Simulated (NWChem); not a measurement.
Total energies of Cl$_{2}$Pb

```
Pb
Cl 1 2.5049
Cl 1 2.5049 2 101.25
```
Charge 0, spin multiplicity 1.

All runs are NWChem calculations. The geometry was optimised at B3LYP/def2-SVP with def2 effective core potentials on Pb, a minimum by its harmonic frequencies.

Basis set: def2-TZVP (124 functions).

```json
[
 {"method": "RHF", "total energy (Ha)": "-1110.97668", "relative cost": "1"},
 {"method": "MP2", "total energy (Ha)": "-1111.73591", "relative cost": "under 3"},
 {"method": "B2PLYP", "total energy (Ha)": "-1112.93233", "relative cost": "3"},
 {"method": "PBE", "total energy (Ha)": "-1113.07907", "relative cost": "under 3"},
 {"method": "B3LYP", "total energy (Ha)": "-1113.51911", "relative cost": "under 3"},
 {"method": "PBE0", "total energy (Ha)": "-1113.11538", "relative cost": "under 3"}
]
```

Total energies of different functionals aren't comparable as a measure of quality: only differences taken within one method are. Relative cost: rough, from shared machines, SCF included, RHF = 1.

Effective core potentials replace the inner electrons of Pb; spin-orbit coupling is left out. The correlated methods keep 14 core orbitals frozen. B3LYP has NWChem's definition, with VWN1-RPA local correlation. The structure started from a generated list of species.
